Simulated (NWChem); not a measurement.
**Relativistic effects in PbS**

```
Pb
S 1 2.3407
```
Charge 0, spin multiplicity 1.

The numbers come from NWChem runs, not from measurements. Structure: optimised with PBE/def2-SVP with def2 effective core potentials on Pb, a minimum by its harmonic frequencies.

Functional PBE0, all-electron basis x2c-SVPall-2c, contracted for the X2C Hamiltonian and used here with ZORA. The ion keeps the geometry and has multiplicity 2 in the scalar run; the spin-orbit run starts from the same electron counts.

Relative cost: rough, from shared machines, SCF included, scalar ZORA = 1.

The structure started from a generated list of species. The stability of the SCF solutions was not checked.

```tsv
Hamiltonian	ΔSCF ionisation energy (eV)	HOMO (eV)	LUMO (eV)	gap (eV)	relative cost
scalar ZORA	8.84	-6.84	-2.45	4.39	1
spin-orbit ZORA	…	…	…	…	under 3
```

Task: What belongs in the gaps?

Result: 
- spin-orbit ZORA, ΔSCF ionisation energy (eV): 8.89
- spin-orbit ZORA, HOMO (eV): -6.86
- spin-orbit ZORA, LUMO (eV): -2.83
- spin-orbit ZORA, gap (eV): 4.03
